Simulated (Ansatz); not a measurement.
Consider the ligand exchange at a Zr–Cl bond: `[F][Zr]([F])([F])[Cl]` + NH₃ → `[NH2][Zr]([F])([F])[F]` + HCl.

Computed with Ansatz on PBE0-D4/def2-TZVP structures; ΔE is electronic, products minus reactants. CCSD(T)/CBS adds triple-zeta CCSD(T) − MP2 to the extrapolated MP2 energy (def2 sets, frozen cores). This one scheme is used for every species. DFT in def2-TZVPP. HSE06 is defined as in plane-wave codes. def2 core potentials past Kr. For Zr outer-core shells are correlated without core-valence functions, which leaves a few kJ/mol of doubt a bond. One conformer a species, not always the lowest.

`[F][Zr]([F])([F])[Cl]`:

Z-matrix (Å, degrees):
```
Zr
F 1 1.887
F 1 1.887 2 109.0
Cl 1 2.339 2 109.9 3 120.5
F 1 1.887 2 109.0 3 -118.9
```

NH₃:

Cartesian coordinates in Å:
```
N -0.057 -0.265 -0.077
H 0.511 -0.230 0.761
H 0.447 0.235 -0.799
H -0.901 0.261 0.114
```

`[NH2][Zr]([F])([F])[F]`:

Cartesian coordinates in Å:
```
N 1.205 0.236 0.193
Zr -0.755 -0.130 -0.103
F -1.377 -1.248 1.308
F -1.642 1.549 -0.212
F -0.987 -1.095 -1.733
H 1.667 1.120 0.025
H 1.890 -0.432 0.521
```

HCl:

Cartesian coordinates in Å:
```
Cl -0.106 0.182 -0.604
H 0.106 -0.182 0.604
```

| level | ΔE (kJ/mol) | difference from CCSD(T)/CBS |
| --- | --- | --- |
| LDA (SPW92) | 90.5 | -4.9 |
| PBE-D4 | 95.5 | 0.1 |
| BLYP-D4 | 92.9 | -2.5 |
| r2SCAN-D4 | 100.9 | 5.5 |
| B97M-V | 105.6 | 10.2 |
| PBE0-D4 | 97.7 | 2.3 |
| r2SCANh-D4 | 100.8 | 5.4 |
| r2SCAN0-D4 | 100.8 | 5.4 |
| HSE06-D4 | 98.0 | 2.6 |
| BHLYP-D4 | 98.7 | 3.3 |
| CAM-B3LYP-D4 | 93.2 | -2.2 |
| ωB97X-V | 96.2 | 0.8 |
| ωB97M-V | 96.0 | 0.6 |
| B2PLYP | 96.8 | 1.4 |
| PBE-QIDH | 99.1 | 3.7 |
| PBE | 96.1 | 0.7 |
| revPBE | 97.4 | 2.0 |
| BLYP | 94.4 | -1.0 |
| r2SCAN | 101.1 | 5.7 |
| PBE0 | 98.1 | 2.7 |
| r2SCANh | 101.0 | 5.6 |
| r2SCAN0 | 101.0 | 5.6 |
| HSE06 | 98.3 | 2.9 |
| BHLYP | 98.4 | 3.0 |
| CAM-B3LYP | 93.5 | -1.9 |
| RPA@PBE/def2-TZVPP | 90.7 | -4.7 |
| HF/def2-SVP | 100.3 | 4.9 |
| MP2/def2-SVP | 91.0 | -4.4 |
| CCSD/def2-SVP | 88.2 | -7.2 |
| HF/def2-TZVPP | 104.0 | 8.6 |
| MP2/def2-TZVPP | 96.2 | 0.8 |
| SCS-MP2/def2-TZVPP | 94.5 | -0.9 |
| CCSD/def2-TZVPP | 92.7 | -2.7 |
| CCSD(T)/def2-TZVPP | 93.7 | -1.7 |
| HF/def2-QZVPP | 105.1 | 9.7 |
| MP2/def2-QZVPP | 97.5 | 2.1 |
| SCS-MP2/def2-QZVPP | 96.0 | 0.6 |
| HF/CBS(def2) | 105.3 | 9.9 |
| MP2/CBS(def2) | 97.8 | 2.4 |
| CCSD/CBS(def2) | 94.3 | -1.1 |
| CCSD(T)/CBS | 95.4 | 0 |

Largest T1 diagnostic among the species: 0.017.

In def2-TZVPP, CCSD(T) changes the Hartree–Fock value by −10.2 kJ/mol (the triples alone add +1.1 kJ/mol) and MP2 by −7.8 kJ/mol. From BLYP to BHLYP (50 % exact exchange), in def2-TZVPP and without D4, ΔE moves by +4.1 kJ/mol. At CCSD(T), def2-SVP lies −5.9 kJ/mol from the extrapolated value and def2-TZVPP −1.7 kJ/mol.
